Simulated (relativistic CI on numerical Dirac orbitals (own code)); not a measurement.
# Energy levels of C III

These numbers are calculated, not measured: Dirac-Coulomb-Breit CI, separate exchange-only KLI orbitals for each configuration, model QED, valence Slater integrals scaled by 0.85, P86 correlation energy added to each configuration (own radial code, finite nucleus).

Configuration list (outside the closed core 1s2): 2s², 2s2p, 2p², 2p3s, 2s3s, 2p3p, 2s3p, 2s3d, 2s4s, 2s4p, 2s4d, 2s4f, 2s5s, 2s5p, 2s5d, 2s5f, 2s5g, 3s², 3s3p, 3p². Levels of other configurations are missing.

```tsv
No.	Configuration	Term	J	E (eV)	%	Next component (%)	Lifetime (s)
1	2s²	¹S	0	0.0000	94	6 2p² ¹S	
2	2s2p	³P°	0	6.5384	100		
3	2s2p	³P°	1	6.5410	100		1.11e-02
4	2s2p	³P°	2	6.5475	100		1.90e+02
5	2s2p	¹P°	1	12.8708	100		5.36e-10
6	2p²	³P	0	17.2050	100		6.68e-10
7	2p²	³P	1	17.2084	100		6.67e-10
8	2p²	³P	2	17.2137	100		6.67e-10
9	2p²	¹D	2	18.5585	98	2 2s3d ¹D	5.59e-09
10	2p²	¹S	0	22.8372	92	6 2s² ¹S	3.61e-10
11	2s3s	³S	1	29.4357	98	2 2p3p ³S	2.57e-10
12	2s3s	¹S	0	30.3951	96	3 2p3p ¹S	6.94e-10
13	2s3p	³P°	0	32.1775	99		1.16e-08
14	2s3p	³P°	1	32.1781	99		9.90e-09
15	2s3p	³P°	2	32.1798	99		1.16e-08
16	2s3p	¹P°	1	32.1982	94	6 2p3s ¹P°	2.14e-10
17	2s3d	³D	1	33.4029	99	1 2p3p ³D	9.28e-11
18	2s3d	³D	2	33.4030	99	1 2p3p ³D	9.28e-11
19	2s3d	³D	3	33.4032	99	1 2p3p ³D	9.29e-11
20	2s3d	¹D	2	34.2686	97	2 2p² ¹D	1.33e-10
21	2p3s	³P°	0	38.3008	99		4.37e-10
22	2p3s	³P°	1	38.3047	99		4.36e-10
23	2p3s	³P°	2	38.3130	99		4.36e-10
24	2s4s	³S	1	38.4259	97	3 2p3p ³S	4.19e-10
25	2p3s	¹P°	1	38.5332	60	35 2s4p ¹P°	2.18e-10
26	2s4s	¹S	0	38.6661	95	5 2p3p ¹S	1.11e-09
27	2s4p	³P°	0	39.4642	100		
28	2s4p	³P°	1	39.4645	100		5.98e-09
29	2s4p	³P°	2	39.4651	100		6.00e-09
30	2p3p	¹P	1	39.8240	100		3.60e-10
31	2s4d	³D	1	39.8661	87	12 2p3p ³D	1.62e-10
32	2s4d	³D	2	39.8667	88	12 2p3p ³D	1.62e-10
33	2s4d	³D	3	39.8677	88	12 2p3p ³D	1.63e-10
34	2s4p	¹P°	1	40.1622	64	31 2p3s ¹P°	5.04e-10
35	2p3p	³D	1	40.1720	86	13 2s4d ³D	4.42e-09
36	2p3p	³D	2	40.1762	87	12 2s4d ³D	4.20e-09
37	2p3p	³D	3	40.1828	87	12 2s4d ³D	3.91e-09
38	2s4d	¹D	2	40.2883	98	1 2s5d ¹D	2.04e-10
39	2s4f	³F°	3	40.4571	100		6.41e-10
40	2s4f	³F°	2	40.4571	100		6.41e-10
41	2s4f	³F°	4	40.4571	100		6.41e-10
42	2s4f	¹F°	3	40.4728	100		6.70e-10
43	2p3p	³S	1	40.6231	94	3 2s4s ³S	5.90e-10
44	2p3p	³P	0	40.8573	100		3.11e-10
45	2p3p	³P	1	40.8598	100		3.11e-10
46	2p3p	³P	2	40.8641	100		3.11e-10
47	2p3p	¹D	2	41.4756	99	1 2s3d ¹D	2.12e-10
48	2s5s	¹S	0	41.9595	73	26 2p3p ¹S	1.57e-09
49	2s5s	³S	1	42.1904	98	2 2p3p ³S	1.50e-09
50	2s5p	³P°	0	42.6402	100		7.87e-09
51	2s5p	³P°	1	42.6403	100		7.88e-09
52	2s5p	³P°	2	42.6406	100		7.90e-09
53	2s5p	¹P°	1	42.7954	97	2 2p3s ¹P°	4.03e-10
54	2s5d	³D	2	42.8482	100		4.24e-10
55	2s5d	³D	1	42.8482	100		4.24e-10
56	2s5d	³D	3	42.8482	100		4.24e-10
57	2s5d	¹D	2	43.0734	98	1 2s4d ¹D	2.99e-10
58	2s5f	³F°	3	43.2146	100		1.21e-09
59	2s5f	³F°	2	43.2146	100		1.21e-09
60	2s5f	³F°	4	43.2146	100		1.21e-09
61	2s5g	³G	4	43.2193	99	1 ¹G	2.90e-09
62	2s5g	³G	3	43.2193	100		2.90e-09
63	2s5g	³G	5	43.2193	100		2.90e-09
64	2s5g	¹G	4	43.2195	99	1 ³G	2.91e-09
65	2s5f	¹F°	3	43.2263	100		1.28e-09
66	2p3p	¹S	0	43.3817	66	27 2s5s ¹S	2.04e-10
```

Energies count from the lowest computed level; ° marks odd parity; lifetimes are radiative, by E1, M1, E2, M2, E3 decay to levels of this space only; some are left blank where a channel outside the calculation adds to the decay or the decay crosses a small, uncertain gap.

The mean weight of the leading LS term, summed over parents, in these 66 levels is 96 %, and that of the leading jj configuration (from the same eigenvectors) 77 %, so LS coupling describes them better.

Correlation outside the listed configurations is missing or only estimated: errors of thousands of cm⁻¹ between configurations and terms are usual at this charge. Rates and lifetimes follow the computed energies and can be off by large factors. The fine structure of a lone outer electron comes out too small, for d and f at times inverted, and misplaced configurations move strength between like terms. 58 of the 69 excited levels that our extract of the measured tables holds in this range could be paired (the sources list more); they are missed by 1088 cm⁻¹ on average and 4802 at most, and levels without a partner can miss by more.
